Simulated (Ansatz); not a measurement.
# A basis-limit estimate, worked out

An elementary step of Si$_{2}$H$_{4}$F$_{4}$, closed shell (SiHF₃ ([F][SiH]([F])[F]) + SiH₃F ([F][SiH3]) → Si₂H₃F₃ ([F][Si]([F])([F])[SiH3]) + HF; Si–H, F–Si broken or loosened, Si–Si, F–H formed or tightened). “Start” and “end” are the PBE0-D4/def2-TZVP structures reached by relaxing down either side of its saddle point, with the molecules still in contact.

Computed with Ansatz 0.2.0 (basis: def2-TZVPP and def2-QZVPP); correlated methods freeze the cores.

Energies in eV:

| quantity | end | start |
| --- | --- | --- |
| Hartree–Fock, triple zeta (X = 3) | -26622.83072 | -26624.53857 |
| Hartree–Fock, quadruple zeta (X = 4) | -26623.86430 | -26625.59866 |
| MP2 correlation, X = 3 | -34.23113 | -33.96135 |
| MP2 correlation, X = 4 | -37.46726 | -37.17075 |
| CCSD(T) correlation, X = 3 | -36.03875 | -35.69337 |

**Question.** Work out the step energy at the basis limit: extrapolate Hartree–Fock as E(X) = E∞ + A exp(−7.88 √X) and the MP2 correlation as E(X) = E∞ + B X^−2.97 (the exponents that Neese and Valeev fitted for def2-TZVPP and QZVPP), then add CCSD(T) − MP2 in triple zeta.

**Answer.** Each step is linear, so take the differences first (end − start): Hartree–Fock 1.70785 (X = 3) and 1.73436 (X = 4); MP2 correlation -0.26978 and -0.29651; CCSD(T) correlation -0.34538.
Two points give E∞ = E(4) + w [E(4) − E(3)], with w = 1/(exp(7.88 (2 − √3)) − 1) = 0.1377 for Hartree–Fock and w = 1/((4/3)^2.97 − 1) = 0.7407 for the correlation.
Hartree–Fock: 1.73436 + 0.1377 × 0.02651 = 1.7380 eV.
MP2 correlation: -0.29651 + 0.7407 × (-0.02673) = -0.3163 eV.
CCSD(T) − MP2: -0.34538 − (-0.26978) = -0.0756 eV.
Sum: 1.7380 + (-0.3163) + (-0.0756) = 1.3461 eV, or 31.04 kcal/mol. Plain CCSD(T) in triple zeta gives 1.3625 eV, so the larger basis shifts the result by -0.0164 eV.

The T1 diagnostic stays at or below 0.014.

Labels in which every atom is bracketed show which atoms are joined, not bond orders.

For scale, one of the runs: CCSD(T)/def2-TZVPP, 264 basis functions, launched by `ansatz run in.yaml --threads 8 --pin off --events-out ev --progress --plain --max-ram 19148MiB`. Time: 4.5 min of wall clock on 8 CPU threads of an Arm Neoverse N1; the host was shared. Peak host memory: 6.8 GiB.
